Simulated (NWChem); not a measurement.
System: C5H5B; SMILES C#CB(C)C#C

The following NWChem deck was run.

```
start job
memory heap 200 mb stack 900 mb global 1100 mb
geometry units angstroms noautosym nocenter noautoz
  B      0.367511     0.014170     0.029459
  C     -0.402168    -1.304551    -0.031017
  C     -0.998681    -2.366956    -0.075283
  H     -1.530087    -3.301334    -0.114296
  C     -0.430307     1.317348     0.047296
  C     -1.049474     2.367476     0.066113
  H     -1.600808     3.290911     0.082579
  C      1.936705     0.031390     0.018704
  H      2.364526     0.924882     0.495077
  H      2.237910     0.067310    -1.046677
  H      2.384068    -0.880066     0.439870
end
basis spherical
  * library 6-31g*
end
dft
  xc hfexch
  iterations 150
  mulliken
end
task dft energy
esp
  recalculate
  probe 0.07
  range 0.3
  factor 1.0
  spacing 0.02
end
task esp
```

Output (shortened):

```
             Northwest Computational Chemistry Package (NWChem) 7.3.0
             --------------------------------------------------------

                             Geometry "geometry" -> ""
                             -------------------------

 Output coordinates in angstroms (scale by  1.889725989 to convert to a.u.)

  No.       Tag          Charge          X              Y              Z
 ---- ---------------- ---------- -------------- -------------- --------------
    1 B                    5.0000     0.36751100     0.01417000     0.02945900
    2 C                    6.0000    -0.40216800    -1.30455100    -0.03101700
    3 C                    6.0000    -0.99868100    -2.36695600    -0.07528300
    4 H                    1.0000    -1.53008700    -3.30133400    -0.11429600
    5 C                    6.0000    -0.43030700     1.31734800     0.04729600
    6 C                    6.0000    -1.04947400     2.36747600     0.06611300
    7 H                    1.0000    -1.60080800     3.29091100     0.08257900
    8 C                    6.0000     1.93670500     0.03139000     0.01870400
    9 H                    1.0000     2.36452600     0.92488200     0.49507700
   10 H                    1.0000     2.23791000     0.06731000    -1.04667700
   11 H                    1.0000     2.38406800    -0.88006600     0.43987000

 Effective nuclear repulsion energy (a.u.)     157.6122959065

  xc_inp: hfexch multiplicative factor not found.

                                 NWChem DFT Module
                                 -----------------

 Summary of "ao basis" -> "ao basis" (spherical)
 ------------------------------------------------------------------------------
       Tag                 Description            Shells   Functions and Types
 ---------------- ------------------------------  ------  ---------------------
 B                           6-31g*                  6       14   3s2p1d
 C                           6-31g*                  6       14   3s2p1d
 H                           6-31g*                  2        2   2s

            General Information
            -------------------
          SCF calculation type: DFT
          Wavefunction type:  closed shell.
          No. of atoms     :    11
          No. of electrons :    40
           Alpha electrons :    20
            Beta electrons :    20
          Charge           :     0
          Spin multiplicity:     1
          Use of symmetry is: off; symmetry adaption is: off
          Maximum number of iterations: 150
          AO basis - number of functions:    94
                     number of shells:    46
          Convergence on energy requested:  1.00D-06
          Convergence on density requested:  1.00D-05
          Convergence on gradient requested:  5.00D-04

              XC Information
              --------------
                     Hartree-Fock (Exact) Exchange  1.000

      Superposition of Atomic Density Guess
      -------------------------------------

 Sum of atomic energies:        -215.31852193

      Non-variational initial energy
      ------------------------------

 Total energy =    -218.378239
 1-e energy   =    -599.248915
 2-e energy   =     223.258380
 HOMO         =      -0.322978
 LUMO         =      -0.064593

     ---------------------------------------------
      Total Density - Mulliken Population Analysis
     ---------------------------------------------

[...]

                     NWChem Electrostatic Potential Fit Module
                     -----------------------------------------

 Atom parameters

 Number of atoms is                                   11
 Number of basis functions is                         94

 Grid parameters

 Maximum number of grid points is                  46114
 Number of grid points is                          46113
 Grid range                                     0.300000 nm
 Grid spacing                                   0.020000 nm
 Probe radius                                   0.070000 nm
 Atom radius factor                             1.000000

 Atomic radii

    1    0.100000
    5    0.158000
    6    0.147000
 FASTESP  F
  using M.O. file = ./job.movecs

    Atom              Coordinates                           Charge

                                                  ESP

    1 B     0.036751    0.001417    0.002946    0.785412
    2 C    -0.040217   -0.130455   -0.003102   -0.307896
    3 C    -0.099868   -0.236696   -0.007528   -0.265425
    4 H    -0.153009   -0.330133   -0.011430    0.277568
    5 C    -0.043031    0.131735    0.004730   -0.307180
    6 C    -0.104947    0.236748    0.006611   -0.264934
    7 H    -0.160081    0.329091    0.008258    0.277253
    8 C     0.193671    0.003139    0.001870   -0.463997
    9 H     0.236453    0.092488    0.049508    0.086488
   10 H     0.223791    0.006731   -0.104668    0.095709
   11 H     0.238407   -0.088007    0.043987    0.087001
                                            ------------
                                               -0.000000

 Dipole moment                                  0.105112

 Quadrupole moment Qxx                         -4.412203
                   Qyy                         12.892152
                   Qzz                         -8.479949

 RMS deviation kJ/mol                           0.051953

 RRMS %                                        30.072600
```

Level: Hartree-Fock/6-31G* (spherical d). Geometry: optimised at PBE0/def2-SVP.
